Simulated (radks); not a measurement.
Pd4+, 42 electrons, occupied as [Ar] 3d10 4s1.5 4p6 4d6 5p0.5 (fractional occupations, a model configuration).

Calculated with a radial shooting solver on a logarithmic mesh with Libxc functionals: scalar-relativistic Kohn-Sham, PBE, spin-unpolarised, spherical densities, point nucleus.

Energy parts (eV):
| part | energy |
|---|---|
| total | -137136.459 |
| kinetic | 142253.774 |
| electron-nucleus | -328733.313 |
| Hartree | 53196.341 |
| exchange-correlation | -3853.262 |

Orbitals (lengths in bohr, moments of r in powers of bohr; <r^-3> diverges for s and p1/2; r(max) is where P^2 peaks; r(90%) holds 90 % of the orbital's charge):
| orbital | occ. | eigenvalue (eV) | r(90%) | r(max) | <r^2> | <r^-3> |
|---|---|---|---|---|---|---|
| 1s | 2 | -24232.47 | 0.0571 | 0.02066 | 0.001371 | - |
| 2s | 2 | -3594.491 | 0.214 | 0.1168 | 0.02256 | - |
| 2p | 6 | -3229.426 | 0.196 | 0.09340 | 0.01777 | 3504 |
| 3s | 2 | -701.6005 | 0.559 | 0.3417 | 0.1644 | - |
| 3p | 6 | -581.6031 | 0.570 | 0.3349 | 0.1664 | 618.8 |
| 3d | 10 | -391.1264 | 0.566 | 0.2822 | 0.1522 | 84.27 |
| 4s | 1.5 | -147.5181 | 1.34 | 0.8454 | 0.9719 | - |
| 4p | 6 | -112.3199 | 1.47 | 0.8986 | 1.150 | 106.5 |
| 4d | 6 | -60.7760 | 1.87 | 1.029 | 1.752 | 10.11 |
| 5s | 0 | -43.4469 | 3.14 | 2.032 | 5.447 | - |
| 5p | 0.5 | -34.7279 | 3.59 | 2.306 | 7.063 | 17.59 |
| 4f | 0 | -19.7715 | 4.24 | 2.268 | 8.530 | 0.2716 |

The highest occupied level is 5p at -34.728 eV. The configuration is held as typed, so some empty levels lie below it. Summed over all electrons, <r^2> = 25.41 bohr^2, which gives a Langevin (diamagnetic) susceptibility term of -20.1 x 10^-6 cm^3/mol. The density falls to 0.001 e/bohr^3 at r = 3.36 bohr.

Run on one thread of a shared host, so times are rough (Arm Neoverse N1): 0.16 s of CPU time, 0.16 s wall, 14 iterations on 2476 mesh points.
